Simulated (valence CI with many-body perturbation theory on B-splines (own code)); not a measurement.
## Te11+: E2, M1 decay

Method: relativistic CI+MBPT: five valence electrons over a frozen Dirac-Fock core [Kr], radial functions for each j: 7 s, 7 p, 8 d, 6 f, 4 g, 1 h, with the one-electron correlation potential Σ1 (screened to all orders), the two-electron term Σ2, the three-electron term Σ3, Breit, model QED; selected single and double excitations, second order for the rest, scaled by the run's own slope (own B-spline code, finite nucleus).

No measured levels were compared; by estimate terms of the open shell hold to 2 to 4 % of their energy, and close levels can change places. Core correlation moves these levels by up to 10000 cm⁻¹, and in measured spectra 5 to 20 % of such shifts remained as error; rates that hang on mixing are uncertain with them. Among the levels kept, up to 570 cm⁻¹ of a level comes from second order outside the variational space, and about a tenth of that is noise between levels of different J, which matters for small intervals. The list stops below the first excitations out of the core. Only levels of the ground parity were solved; by the run's estimate the other parity begins above the list, which can be wrong where configurations are misplaced.

Lines 1 to 50 of 120 in falling wavelength, among levels below 454120 cm⁻¹, chosen from the decays that carry over 1 % of a level's rate. Wavelengths and rates use the calculated energies, so an error of 2000 cm⁻¹ moves a line at 28560 Å by 57 % and its rate by three times that or more. Electric multipoles are in the length gauge, E1 and E2 with the static RPA response of the core. Weak lines are less certain than strong ones. Lines between different terms over intervals too small for the method are left out, as are lines whose strength nearly cancels. Intervals below about 2000 cm⁻¹, as at the head of this list, are uncertain by tens of per cent. Branching is blank where the lifetime is uncertain.

Names give the largest LS component (configuration and term), which can be under half, so a name can repeat, a term be missing and a line seem to break the LS rules; names also repeat where a configuration has a term twice. Letters in brackets count levels of one name in rising energy.

| λ vac (Å) | Upper | Lower | Type | A (s⁻¹) | Branch % |
| --- | --- | --- | --- | --- | --- |
| 95800 | 4d5 4G_9/2 | 4d5 4G_11/2 | M1 | 3.49e-02 | 8.5 |
| 87600 | 4d5 4G_11/2 | 4d5 4G_7/2 | E2 | 2.26e-10 |  |
| 45760 | 4d5 4G_9/2 | 4d5 4G_7/2 | M1 | 3.77e-01 | 91.5 |
| 28560 | 4d5 4P_3/2 | 4d5 4D_5/2 | M1 | 1.32e+00 | 1.0 |
| 23640 | 4d5 4P_1/2 | 4d5 4D_3/2 | M1 | 4.02e+00 | 100.0 |
| 23450 | 4d5 2I_13/2 | 4d5 2I_11/2 | M1 | 7.73e-01 | 20.6 |
| 20780 | 4d5 2F_7/2 [c] | 4d5 2F_5/2 [b] | M1 | 1.38e+00 | 1.6 |
| 19540 | 4d5 4G_7/2 | 4d5 4G_5/2 [a] | M1 | 3.35e+00 | 75.5 |
| 15650 | 4d5 2D_3/2 [a] | 4d5 4F_5/2 | M1 | 5.58e+00 | 5.4 |
| 14950 | 4d5 4F_5/2 | 4d5 4F_3/2 | M1 | 2.15e+00 | 1.5 |
| 13800 | 4d5 4G_5/2 [b] | 4d5 4G_5/2 [a] | M1 | 1.36e+01 | 13.9 |
| 12820 | 4d5 4D_3/2 | 4d5 4G_5/2 [a] | M1 | 6.09e+00 | 5.3 |
| 12500 | 4d5 4D_7/2 | 4d5 4G_9/2 | M1 | 2.95e+00 | 11.6 |
| 12400 | 4d5 4D_7/2 | 4d5 4G_5/2 [b] | M1 | 7.96e+00 | 31.2 |
| 11920 | 4d5 4F_5/2 | 4d5 2F_7/2 [a] | M1 | 1.26e+01 | 8.9 |
| 11490 | 4d5 2F_7/2 [a] | 4d5 4D_5/2 | M1 | 5.23e-01 | 2.6 |
| 10740 | 4d5 4D_1/2 | 4d5 4P_1/2 | M1 | 2.65e+01 | 66.3 |
| 10460 | 4d5 2H_9/2 | 4d5 2G_9/2 [a] | M1 | 1.02e+01 | 6.9 |
| 10310 | 4d5 2G_7/2 [a] | 4d5 2F_5/2 [a] | M1 | 6.08e+00 | 9.2 |
| 9815 | 4d5 4D_7/2 | 4d5 4G_7/2 | M1 | 7.53e+00 | 29.5 |
| 9719 | 4d5 2G_9/2 [b] | 4d5 2G_7/2 [a] | M1 | 7.26e+00 | 7.9 |
| 9677 | 4d5 2H_11/2 | 4d5 2H_9/2 | M1 | 5.47e+00 | 2.3 |
| 9547 | 4d5 2F_7/2 [c] | 4d5 2H_9/2 | M1 | 5.57e+00 | 6.4 |
| 9234 | 4d5 2H_9/2 | 4d5 2F_7/2 [a] | M1 | 3.27e+00 | 2.2 |
| 8786 | 4d5 2F_5/2 [a] | 4d5 4D_5/2 | M1 | 3.03e+00 | 1.2 |
| 8451 | 4d5 2G_9/2 [b] | 4d5 2H_9/2 | M1 | 2.32e+01 | 25.1 |
| 8265 | 4d5 2D_3/2 [a] | 4d5 2F_5/2 [a] | M1 | 1.73e+00 | 1.7 |
| 8153 | 4d5 4D_5/2 | 4d5 4D_3/2 | M1 | 4.58e+00 | 3.8 |
| 8081 | 4d5 2G_7/2 [a] | 4d5 2F_7/2 [a] | M1 | 1.08e+01 | 16.2 |
| 7741 | 4d5 2F_7/2 [c] | 4d5 4F_5/2 | M1 | 9.68e+00 | 11.1 |
| 7645 | 4d5 2D_3/2 [a] | 4d5 4F_3/2 | M1 | 1.04e+01 | 10.1 |
| 7427 | 4d5 2F_7/2 [a] | 4d5 4D_7/2 | M1 | 7.06e-01 | 3.5 |
| 7382 | 4d5 4D_1/2 | 4d5 4D_3/2 | M1 | 1.34e+01 | 33.6 |
| 7358 | 4d5 4F_5/2 | 4d5 4P_3/2 | M1 | 5.41e+00 | 3.8 |
| 7239 | 4d5 2F_5/2 [b] | 4d5 2F_5/2 [a] | M1 | 7.98e+00 | 6.1 |
| 7213 | 4d5 2F_7/2 [b] | 4d5 2F_5/2 [a] | M1 | 1.35e+01 | 6.6 |
| 6786 | 4d5 2G_9/2 [a] | 4d5 4D_7/2 | M1 | 7.52e+00 | 21.4 |
| 6759 | 4d5 2F_5/2 [b] | 4d5 4F_3/2 | M1 | 2.26e+01 | 17.4 |
| 6690 | 4d5 4D_5/2 | 4d5 4G_7/2 | M1 | 1.40e+01 | 11.6 |
| 6549 | 4d5 2F_7/2 [b] | 4d5 2G_9/2 [a] | M1 | 2.32e+01 | 11.4 |
| 6534 | 4d5 4D_7/2 | 4d5 4G_5/2 [a] | M1 | 7.45e-01 | 2.9 |
| 6343 | 4d5 4P_3/2 | 4d5 4D_3/2 | M1 | 2.55e+01 | 19.4 |
| 6195 | 4d5 2F_5/2 [a] | 4d5 4D_7/2 | M1 | 9.86e+00 | 3.9 |
| 6194 | 4d5 2I_11/2 | 4d5 4G_9/2 | M1 | 5.95e+00 | 20.2 |
| 6191 | 4d5 2H_9/2 | 4d5 2I_11/2 | M1 | 4.30e+00 | 2.9 |
| 6126 | 4d5 4P_3/2 | 4d5 4G_5/2 [b] | M1 | 4.04e+00 | 3.1 |
| 6064 | 4d5 2F_5/2 [b] | 4d5 2F_7/2 [a] | M1 | 2.29e+00 | 1.8 |
| 5851 | 4d5 4F_5/2 | 4d5 4D_5/2 | M1 | 3.56e+01 | 25.0 |
| 5818 | 4d5 2I_11/2 | 4d5 4G_11/2 | M1 | 2.35e+01 | 79.8 |
| 5425 | 4d5 4F_3/2 | 4d5 4P_1/2 | M1 | 1.05e+01 | 8.7 |
